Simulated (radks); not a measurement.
Values are calculated unless marked as measured or tabulated.
Question: All-electron atom: the tin ion Sn+ in [Kr] 4d10 5s1 5p2 (not the ground configuration). Level of theory: Dirac Kohn-Sham, PBE, spin-unpolarised, spherical densities, finite nucleus; open shells fill j = l - 1/2 first; Fermi nuclear charge, rms radius 4.6519 fm (a radial shooting solver on a logarithmic mesh with Libxc functionals). Some entries of the table are withheld. Estimate them.

orbital,occ.,eigenvalue (eV),<r^2> (bohr^2),<r> (bohr)
1s1/2,2,-29002.57,0.001143,0.02905
2s1/2,2,-4384.901,0.01851,(1)
2p1/2,2,-4096.539,(2),0.1058
2p3/2,4,-3865.904,(3),0.1112
3s1/2,2,-853.6565,0.1316,0.3391
3p1/2,2,-736.5046,0.1265,0.3299
3p3/2,4,-694.3896,0.1350,0.3411
3d3/2,4,-487.3422,0.1160,0.3125
3d5/2,6,-478.6494,0.1186,0.3161
4s1/2,2,-143.0226,0.7584,0.8186
4p1/2,2,-104.0765,0.8560,0.8655
4p3/2,4,-96.5063,0.9157,0.8951
4d3/2,4,-35.5689,(4),1.085
4d5/2,6,-34.5213,(5),1.099
5s1/2,1,-18.4865,5.931,2.288
5p1/2,2,-11.2029,8.901,2.790
5p3/2,0,-10.6091,9.568,2.894

Answer: 
(1) 2s1/2 <r> (bohr): 0.1251
(2) 2p1/2 <r^2> (bohr^2): 0.01376
(3) 2p3/2 <r^2> (bohr^2): 0.01507
(4) 4d3/2 <r^2> (bohr^2): 1.397
(5) 4d5/2 <r^2> (bohr^2): 1.435
